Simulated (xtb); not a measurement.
C5H13O3Si (SMILES CCO[Si](C)([O])OCC), doublet, geometry from GFN2-xTB. Base run: GFN2-xTB in xtb.

Geometry (Å):
```xyz
22

C      2.9589     0.3869     0.6347
C      1.6926     1.1555     0.9843
O      0.5267     0.4097     0.7759
Si     0.0249    -0.2726    -0.6250
C      0.5842    -2.2076    -0.3296
O      0.6138     0.0332    -2.0014
O     -1.5708    -0.5335    -0.4357
C     -2.4553    -0.1180     0.5629
C     -2.5636     1.3965     0.6500
H      3.8311     0.9959     0.8551
H      3.0123    -0.5326     1.2127
H      2.9485     0.1435    -0.4237
H      1.6459     2.0671     0.3776
H      1.6949     1.4307     2.0456
H      1.6261    -2.2597    -0.5930
H      0.3947    -2.4259     0.7085
H     -0.0392    -2.7706    -1.0017
H     -3.4259    -0.5594     0.3062
H     -2.1388    -0.5206     1.5336
H     -2.8431     1.8012    -0.3192
H     -3.3109     1.6757     1.3881
H     -1.6025     1.8159     0.9351
```
Charge 0, spin multiplicity 2.
All else is at xtb's defaults.
Base energy -31.32174 Eh.

The base run was repeated with changes; each row names its change, and settings that it needs were set with it.

```tsv
change	ΔE vs base (mEh)	dipole (D)	G_solv (kcal/mol)	SCF cycles
base	0.000	4.86	-	14
etemp = 1000	-0.061	4.86	-	15
gbsa = chcl3	-15.843	5.53	-10.96	14
alpb = dmso	-16.915	5.47	-11.45	13
etemp = 10000	-56.019	5.39	-	14
acc = 0.1	0.000	4.86	-	16
```

ALPB and GBSA are two models with their own fitted parameters for each solvent, which aren't always the measured dielectric constant.
